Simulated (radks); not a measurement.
These are the eigenvalues of the occupied orbitals of an atom or ion with whole-number occupations (eV). Method: Dirac Kohn-Sham, OLYP, spin-unpolarised, spherical densities, finite nucleus; Fermi nuclear charge, rms radius of each element as measured or else 0.836 A^(1/3) + 0.57 fm; computed with a radial shooting solver on a logarithmic mesh with Libxc functionals.

1s1/2: -80656.05
2s1/2: -14271.79
2p1/2: -13693.10
2p3/2: -11858.07
3s1/2: -3410.033
3p1/2: -3148.875
3p3/2: -2743.764
3d3/2: -2309.018
3d5/2: -2221.817
4s1/2: -781.7910
4p1/2: -670.2111
4p3/2: -572.9091
4d3/2: -390.0082
4d5/2: -371.8529
5s1/2: -160.5667
4f5/2: -136.9025
4f7/2: -133.0611
5p1/2: -123.9703
5p3/2: -106.8851
5d3/2: -56.3203
5d5/2: -54.2914

Which element is it, and in what charge state? The configuration may be excited. Open shells, if any, are shared by 2j + 1.

Answer. Z = 79, gold, charge +4: Au4+ in [Xe] 4f14 5d7. The list shows which subshells hold electrons but not how many an open one holds; the 1s level, -2964.1 hartree, gives Z - s = 77.0 by -(Z - s)^2/2, which with screening and relativity narrows Z to a few neighbours, and the depths of the outer levels then fix element, charge and occupations together.
